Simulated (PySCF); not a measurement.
## Stretching HgBi

Set-up: basis Hg def2-SVP with ECP60, Bi def2-SVP with ECP60; scalar-relativistic core potentials; PySCF 2.14. Energies in eV from Hg + Bi in their ground configurations at the same level. State: ⁴Σ⁻ (quartet), unpaired electrons σ ↑, π ↑↑.

| R (Å) | MN15 | UHF |
| --- | --- | --- |
| 3.098 | -0.1138 | 0.4200 |
| 3.242 | -0.1466 | 0.3122 |
| 3.386 | -0.1558 | 0.2329 |
| 3.494 | -0.1533 | 0.1867 |
| 3.602 | -0.1460 | 0.1493 |
| 3.710 | -0.1357 | 0.1190 |
| 3.854 | -0.1194 | 0.0873 |
| 4.034 | -0.0980 | 0.0586 |
| 4.250 | -0.0738 | 0.0356 |
| 4.538 | -0.0477 | 0.0177 |

**Question.** Put a parabola through the three lowest points of the MN15 curve and estimate Re, k and ωe (reduced mass 102.7 u; 1 eV/Å² = 0.16022 mdyn/Å; ωe = 1302.8·√(k/μ) cm⁻¹).

**Answer.** Through R = 3.242, 3.386, 3.494 Å the second-order coefficient is 0.345 eV/Å², so Re ≈ 3.406 Å, k ≈ 0.111 mdyn/Å and ωe ≈ 43 cm⁻¹. A polynomial fit of higher order to the unrounded MN15 energies gives Re = 3.398 Å, k = 0.0977 mdyn/Å, ωe = 40.2 cm⁻¹; anharmonicity and rounding make the difference.

The higher-order fit for each curve: MN15: Re = 3.398 Å, ωe = 40.2 cm⁻¹, De = 0.156 eV. UHF gives no reliable minimum on this grid.

The bond is weak. Basis-set superposition, not corrected here, can be much of De in a small basis, most of all at correlated wavefunction levels. Functionals without a dispersion term scatter widely for such bonds, and LDA overbinds them. These are scalar-relativistic numbers at best; spin–orbit coupling would shift them, the dissociation energy most. The state is the lowest determinant that a PBE0 search found; another state may lie lower at other levels.
